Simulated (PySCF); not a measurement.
Bonds: Cu1-N2 1.979 Å. Cu1 carries H6; N2 carries H3, H4, H5.

Geometry: PBE0-D3(BJ)/def2-SVP; GIAO shifts from PySCF, gas phase, non-relativistic, averaged over equivalent atoms.

At PBE/pcSseg-1 (pcSseg-2 on Cu) (110 basis functions, 6.7 s wall time on 1 thread of an Arm Neoverse V1, shared host):
```json
{"atoms": "N2", "δ (ppm)": "16.2"}
{"atoms": "H3/H4/H5", "δ (ppm)": "1.32"}
{"atoms": "H6", "δ (ppm)": "-1.36"}
```

Scale: 15N (σref 265.06) vs NH3; TMS for 1H (σref 31.20) (reference shieldings calculated alike).

Estimate the result of repeating the calculation with PBE0/pcSseg-1 (pcSseg-2 on Cu).

## Answers


```tsv
atoms	δ at PBE0/pcSseg-1 (pcSseg-2 on Cu)	change
N2	9.9	-6.3
H3/H4/H5	1.26	-0.06
H6	-0.41	+0.95
```

Chemical shifts δ = σref − σ; 15N (σref 265.67) vs NH3; TMS for 1H (σref 31.27), all at this level.

The largest change is at N2 (nitrogen bonded to Cu, 3 H). Cost: 110 basis functions, 6 s wall time on 1 thread of an Arm Neoverse V1, shared host.

Experimental scales use liquid or dissolved standards, which lie at an offset from isolated NH3 (liquid NH3: subtract about 20 ppm).
